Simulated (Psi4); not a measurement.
Pair of molecules, SMILES Cl with SMILES C#C (the first has 2 atoms); geometry from B3LYP-D3(BJ)/def2-TZVP, rigid monomers moved along the line of their centres of mass till H2···C4 is 4.27 Å.
(charge 0, multiplicity 1):
```xyz
6

Cl    -0.11766     0.53799    -0.46653
H     -0.12369     0.34363     0.81058
C     -0.55785    -0.70550     4.92425
C      0.28839     0.13260     5.05134
H     -1.30919    -1.45028     4.81584
H      1.03975     0.87610     5.16811
```

Level of theory: SAPT0/jun-cc-pV(D+d)Z (Psi4).

**Question.** Give the four SAPT terms and the total, and say what mostly holds the pair together.

**Answer.** electrostatics -0.51, exchange 0.02, induction -0.03, dispersion -0.09, total -0.61 kcal/mol; the largest attraction is electrostatics.
